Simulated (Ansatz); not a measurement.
The cluster Si₇Au, relaxed as a doublet with UKS PBE0-D4/def2-SVP in Ansatz, starting from the GFN1-xTB geometry. Force threshold 0.03 eV/Å.

In the def2 sets Au takes a core potential; there is no spin–orbit coupling. The structure comes from a short search, and lower isomers may exist.

Start:

Cartesian coordinates in Å:
```
Au -2.221 -1.147 0.475
Si 0.897 -0.602 2.152
Si 1.229 0.494 0.072
Si 0.183 0.993 -2.037
Si -0.411 2.450 -0.271
Si 1.139 -1.164 -1.901
Si 0.135 -1.799 0.167
Si -0.951 0.775 1.343
```

Q: Estimate the energy that the relaxation releases and the steps that it takes.

A: 83.1 kJ/mol, in 15 steps; 1.8 min on 6 threads of Intel Xeon on a shared host. No frequencies were taken in this run, so the end may be a saddle point.

Q: Does the start keep its bonding and symmetry?

A: Bonds formed: Au1–Si4 (atoms count from 1). Point group Cs at the start, Cs at the end, both within 0.05 Å.

Q: Predict the relaxed structure.

A: 
```xyz
8

Au   -2.0301   -0.8186   -0.1112
Si    0.8963   -0.6498    2.1349
Si    1.2662    0.6417    0.0574
Si   -0.5400    0.5121   -1.6473
Si   -0.2206    2.4698   -0.2709
Si    1.2647   -1.0436   -1.7576
Si    0.1887   -1.9313    0.2124
Si   -0.8250    0.8198    1.3822
```
Bond lengths: 11 × Si–Si 2.38 to 2.49 Å; 3 × Au–Si 2.50 to 2.52 Å.
